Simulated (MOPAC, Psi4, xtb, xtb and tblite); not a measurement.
Internal rotation in SMILES c12cc(sc1ccs2)-c1[se]ccc1 (C10H6S2Se). Scanned: dihedral Se3–C4–C5–S12; all other coordinates were relaxed at GFN2-xTB. Points at φ and −φ are mirror images.

Geometry of the scan point at 180° (Å):
```
19

C      3.8458     0.4237    -0.1426
C      4.1015    -0.7164     0.5503
Se     2.5536    -1.6217     1.0210
C      1.6132    -0.2398     0.1521
C      0.1877    -0.2270     0.0781
C     -0.6882    -1.1510     0.5876
C     -2.0219    -0.8103     0.3206
S     -3.5595    -1.5193     0.6691
C     -4.3607    -0.2174    -0.1465
C     -3.5137     0.7118    -0.6595
C     -2.1726     0.3744    -0.3933
S     -0.6389     1.0880    -0.7455
C      2.4791     0.6895    -0.3637
H      4.6246     1.0774    -0.4977
H      5.0674    -1.1004     0.8238
H     -0.3709    -2.0282     1.1259
H     -5.4315    -0.2265    -0.1932
H     -3.8264     1.5876    -1.1971
H      2.1307     1.5575    -0.8984
```

- GFN2-xTB (xtb and tblite)
- B3LYP/def2-SVP // GFN2-xTB (Psi4)
- B3LYP-D3(BJ)/def2-SVP // GFN2-xTB (Psi4)
- PBE/def2-SVP // GFN2-xTB (Psi4)
- PBE-D3(BJ)/def2-SVP // GFN2-xTB (Psi4)
- PM3, restricted, heats of formation // GFN2-xTB (MOPAC)
- PM6, restricted, heats of formation // GFN2-xTB (MOPAC)
- GFN1-xTB // GFN2-xTB (xtb)

Least-squares fit of E(φ) = a0 + Σ (a_n cos nφ + b_n sin nφ), n = 1 to 4, to the 18 scan points, in kJ/mol above the lowest point of each profile (levels whose profile four harmonics don't fit are not listed):

| method | a0 | a1 | b1 | a2 | b2 | a3 | b3 | a4 | b4 | rms of fit |
|---|---|---|---|---|---|---|---|---|---|---|
| GFN2-xTB | 11.89 | 2.61 | 0.00 | -9.98 | 0.00 | 0.36 | 0.00 | 1.21 | 0.00 | 0.10 |
| B3LYP/def2-SVP | 4.71 | 1.51 | 0.00 | -4.52 | 0.00 | 0.51 | 0.00 | 2.26 | 0.00 | 0.18 |
| B3LYP-D3(BJ)/def2-SVP | 5.22 | 1.54 | 0.00 | -5.27 | 0.00 | 0.42 | 0.00 | 2.41 | 0.00 | 0.21 |
| PBE/def2-SVP | 5.43 | 1.04 | 0.00 | -6.03 | 0.00 | 0.37 | 0.00 | 2.34 | 0.00 | 0.20 |
| PBE-D3(BJ)/def2-SVP | 5.74 | 1.12 | 0.00 | -6.35 | 0.00 | 0.33 | 0.00 | 2.41 | 0.00 | 0.22 |
| PM3 | 5.09 | -1.44 | 0.00 | -3.78 | 0.00 | 0.09 | 0.00 | -0.33 | 0.00 | 0.27 |
| PM6 | 8.60 | 12.47 | 0.00 | 7.26 | 0.00 | 1.33 | 0.00 | 0.56 | 0.00 | 0.23 |
| GFN1-xTB | 9.93 | 0.18 | 0.00 | -10.64 | 0.00 | 0.08 | 0.00 | 1.06 | 0.00 | 0.07 |
